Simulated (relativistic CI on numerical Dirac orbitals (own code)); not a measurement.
## Slater and spin-orbit integrals, Pb LXXI

Computed by Dirac-Coulomb-Breit CI, KLI orbitals optimised for each configuration, a model potential for QED, unscaled Slater integrals (own radial code, finite nucleus).

Slater integrals F^k, G^k are unscaled and averaged over j, outside the closed core [Ne]; ζ comes from projecting the Hamiltonian with its Breit term on Σ l·s of the shell.

- 3s3p: G^1(3s,3p) = 783620, ζ(3p) = 3.2504e+06 cm⁻¹; <r>(3s) = 0.1598, <r^2>(3s) = 0.02928, <r>(3p) = 0.1577, <r^2>(3p) = 0.02889 (bohr units).
- 3p²: F^2(3p,3p) = 613650, ζ(3p) = 3.2504e+06 cm⁻¹; <r>(3p) = 0.1578, <r^2>(3p) = 0.02892 (bohr units).
- 3s3d: G^2(3s,3d) = 496930, ζ(3d) = 432300 cm⁻¹; <r>(3s) = 0.1599, <r^2>(3s) = 0.0293, <r>(3d) = 0.1401, <r^2>(3d) = 0.0226 (bohr units).

Averages of the first 10 configurations, taken without configuration mixing, which lowers the lowest level and can move excited configurations by several eV; other configurations of the list can lie among them:

| Configuration | Parity | States | Average energy above the lowest level (eV) |
| --- | --- | --- | --- |
| 3s² | even | 1 | 4.3 |
| 3s3p | odd | 12 | 584.7 |
| 3p² | even | 15 | 1192.3 |
| 3s3d | even | 20 | 1099.4 |
| 3d² | even | 45 | 2208.8 |
| 3p3d | odd | 60 | 1695.3 |
| 3p4s | odd | 12 | 4730.7 |
| 3d4s | even | 20 | 5231.0 |
| 3s4s | even | 4 | 4131.8 |
| 3s4p | odd | 12 | 4379.0 |
